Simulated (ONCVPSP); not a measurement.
# carbon (C): one change to an ONCV potential, before and after

carbon, optimised norm-conserving Vanderbilt (ONCV), made with ONCVPSP 4.0.1 (PW91, scalar-relativistic). Core none, reference 1s2 2s2 2p2. Waves: 1s+2s: rc 0.40 bohr, ncon 4, nbas 9, qcut 34.1 1/bohr, 2 projectors; 2p: rc 2.35 bohr, ncon 4, nbas 9, qcut 4.6 1/bohr, 2 projectors, debl 1.6 Ha; d scattering state at 0.03 Ha: rc 1.90 bohr, ncon 4, nbas 7, qcut 5.6 1/bohr, 1 projector. Local part: polynomial inside 0.35 bohr (lpopt 3, dvloc0 0 Ha). Core correction: none.

All-electron outer shells of the reference configuration (PW91, scalar-relativistic, ld1.x):

```tsv
shell	level (eV)	outermost node (bohr)	outermost maximum (bohr)
1s	-273.70	–	0.17
2s	-13.80	0.38	1.22
2p	-5.34	–	1.20
```

Change: local potential polynomial inside 0.35 bohr (lpopt 3, dvloc0 7 Ha).

Cutoffs: the cutoffs (Ha) at which the residual kinetic energy of the hardest occupied pseudo-wave falls to 1 and 0.1 mHa per electron; they do not see the model core or the augmentation charge, which bear on the density cutoff. Errors are all-electron minus pseudo energies relative to the spin-unpolarised reference configuration.

What does the change do?

The potential gets neither clearly harder nor softer (390 Ha and 455 Ha → 390 Ha and 455 Ha); the bound ghost in p disappears; the lowest positive-energy flag moves from d at 20.9 eV to p at 9.1 eV; the errors of the 4 common tests hardly move; the range in which the d phases agree narrows (upper end 3.7 → 1.1). In the separable form a ghost depends on how the local part lies against the semilocal potential of the channel, so the choice of the local part can create or remove one.

```csv
quantity,base,changed
"cutoff, loose",390 Ha,390 Ha
"cutoff, tight",455 Ha,455 Ha
bound ghosts,p,none
GHOST(+) flags under 300 eV,d at 20.9 eV,"p at 9.1 eV, d at 32.4 eV"
"error for 1s2 2s2 2p1, meV [ΔE 10.93 eV]",+93,+105
"error for 1s2 2s2 2p0, meV [ΔE 35.16 eV]",+759,+759
"error for 1s2 2s1 2p0, meV [ΔE 83.42 eV]",+1478,+1478
"error for 1s2 2s1 2p3, meV [ΔE 8.47 eV]",-36,-35
s: phases at 0.41 bohr within 0.05 rad from the reference energy up to (Ha; the scan ends near 5),to the end of the scan,to the end of the scan
p: phases at 2.39 bohr within 0.05 rad from the reference energy up to (Ha; the scan ends near 5),0.6,0.0
d: phases at 1.92 bohr within 0.05 rad from the reference energy up to (Ha; the scan ends near 5),3.7,1.1
```

 A true bound ghost makes a file unfit for plane-wave use even where its test errors are small: the radial tests pick states by their node count and pass the ghost by.
